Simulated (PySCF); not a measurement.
PySCF calculation with coordinates at the GFN2-xTB level and σ from GIAO-PBE0/pcSseg-1; non-relativistic Hamiltonian, rapidly exchanging positions averaged, no solvent model, single conformer.

Shifts are taken against calculated references (same method and geometry level): 1H and 13C vs TMS. Shifts are as computed. Against solution values, carbons near 30 ppm lie about +3 ppm off and those near 130 ppm about +5 ppm. Of 1211 compounds with measured shifts, 218 miss one by over three times the rms of a fit or turn the order of signals round; such compounds aren't used in these exercises. OH and NH positions are gas-phase values without hydrogen bonding to other molecules.

Task: Order these molecules by the shift of their most deshielded carbon-bound hydrogen, lowest δ first.
A. COc1nnco1
B. C#C[C@](C)(C=C)N[SiH3]
C. CC[Si@H]1C[C@H](C#N)C1
D. N#C[C@H]1CCCC[SiH2]1

Result: D (2.29 ppm, hydrogen on an sp3 CH2 in a ring), C (3.05 ppm, hydrogen on an sp3 CH α to a nitrile), B (6.31 ppm, hydrogen on an alkene CH), A (7.84 ppm, hydrogen on an aromatic CH between two ring heteroatoms).

Task: Order these molecules by the shift of their most shielded carbon, lowest δ first.
A. C#C[C@](C)(C=C)N[SiH3]
B. CC[Si@H]1C[C@H](C#N)C1
C. COc1nnco1

Result: B (9.2 ppm, methyl carbon), A (30.3 ppm, methyl carbon), C (60.1 ppm, methyl carbon bonded to O).

Task: How many 13C and 1H signals does each give (equivalence by symmetry and fast rotation, but not about amide C–N or C=N bonds)? `N#C[C@H]1CCCC[SiH2]1`, `CC[Si@H]1C[C@H](C#N)C1`, `COc1nnco1`, `C#C[C@](C)(C=C)N[SiH3]`

Result: N#C[C@H]1CCCC[SiH2]1: 6 C, 11 H; CC[Si@H]1C[C@H](C#N)C1: 5 C, 6 H; COc1nnco1: 3 C, 2 H; C#C[C@](C)(C=C)N[SiH3]: 6 C, 7 H.
